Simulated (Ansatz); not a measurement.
CH$_{2}$FGaO at its PBE0-D4/def2-TZVP geometry, where that method's forces vanish. Charge 0, multiplicity 1. The bonds changed during the relaxation, so this is another structure than the one it started from.

```xyz
6

F    -0.3420   -0.2270    1.2966
C     0.4582    0.1422    0.2011
O    -0.2310   -0.0011   -0.9480
Ga   -1.9683   -0.5852   -1.1716
H     0.7465    1.1855    0.3819
H     1.3366   -0.5144    0.2400
```

Problem. What forces (eV/Å) does ωB97M-V/def2-TZVPP give on these atoms in Ansatz 0.2.0? (Estimate.)

Solution. The calculation gave: 
```
F1  -0.153 -0.065  0.137
C2   0.428  0.143  0.065
O3  -0.114 -0.024 -0.192
Ga4 -0.033 -0.012  0.007
H5  -0.032 -0.112 -0.016
H6  -0.095  0.070 -0.001
```
